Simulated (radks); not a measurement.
Task: Au27+, 52 electrons, occupied as [Kr] 4d10 4f6. All-electron calculation, scalar-relativistic Kohn-Sham, LDA (Slater exchange, Perdew-Wang correlation), spin-polarised, spherical densities, point nucleus; open shells are filled with parallel spins first (spin-orbit coupling, left out, can overturn this in heavy ions). Program: a radial shooting solver on a logarithmic mesh with Libxc functionals. Some entries of the table are withheld. Estimate them.

orbital,occ.,eigenvalue (eV),r(max) (bohr)
1s down,1,-81605.78,0.01042
1s up,1,-81605.75,0.01042
2s up,1,-15126.05,0.06020
2s down,1,-15125.67,0.06020
2p up,3,-13199.19,0.04983
2p down,3,-13198.89,0.04983
3s up,1,-4243.799,0.1697
3s down,1,-4237.034,0.1696
3p up,3,-3684.619,0.1690
3p down,3,-3677.786,0.1689
3d up,5,-3087.964,0.1375
3d down,5,-3082.620,0.1374
4s up,1,-1555.634,(1)
4s down,1,-1545.581,(2)
4p up,3,-1363.579,0.3932
4p down,3,-1353.992,0.3935
4d up,5,(3),(4)
4d down,5,(5),(6)
4f up,6,-892.3948,0.3422
4f down,0,-882.0499,0.3430

Result: 
(1) 4s up r(max) (bohr): 0.3762
(2) 4s down r(max) (bohr): 0.3764
(3) 4d up eigenvalue (eV): -1137.003
(4) 4d up r(max) (bohr): 0.3945
(5) 4d down eigenvalue (eV): -1127.588
(6) 4d down r(max) (bohr): 0.3949
